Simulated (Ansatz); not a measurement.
One change: `IC1=C[SiH2]1` becomes `[SiH3]C1=C[SiH2]1`.

Ansatz, PBE0-D4/def2-TZVP geometries, multiplicity 1. 

Elements past krypton have def2 core potentials.

| property | `IC1=C[SiH2]1` |
| --- | --- |
| zero-point energy (PBE0-D4/def2-TZVP) / kJ/mol | 98.5 |
| HOMO energy (ωB97M-V/def2-TZVPP) / eV | -9.31 |
| LUMO energy (B3LYP/def2-TZVPP) / eV | -1.38 |
| HOMO–LUMO gap (PBE0/def2-TZVPP) / eV | 6.06 |
| LUMO energy (ωB97M-V/def2-TZVPP) / eV | 0.68 |
| HOMO–LUMO gap (B3LYP/def2-TZVPP) / eV | 5.62 |

(1) What does the change do to each property? (Best estimate.)

## Answers

(1) Ansatz gave: 
| property | `[SiH3]C1=C[SiH2]1` | shift |
| --- | --- | --- |
| zero-point energy (PBE0-D4/def2-TZVP) / kJ/mol | 163.9 | 65.4 |
| HOMO energy (ωB97M-V/def2-TZVPP) / eV | -9.30 | 0.01 |
| LUMO energy (B3LYP/def2-TZVPP) / eV | -1.02 | 0.36 |
| HOMO–LUMO gap (PBE0/def2-TZVPP) / eV | 6.37 | 0.31 |
| LUMO energy (ωB97M-V/def2-TZVPP) / eV | 1.30 | 0.62 |
| HOMO–LUMO gap (B3LYP/def2-TZVPP) / eV | 5.98 | 0.36 |

The zero-point energy changes by 65.4 kJ/mol with +9 modes.

B3LYP here is the variant with VWN-RPA as its local correlation; programs differ in this.

Spin–orbit coupling is left out; it splits and shifts lone-pair levels of the heavy atoms by tenths of an eV.
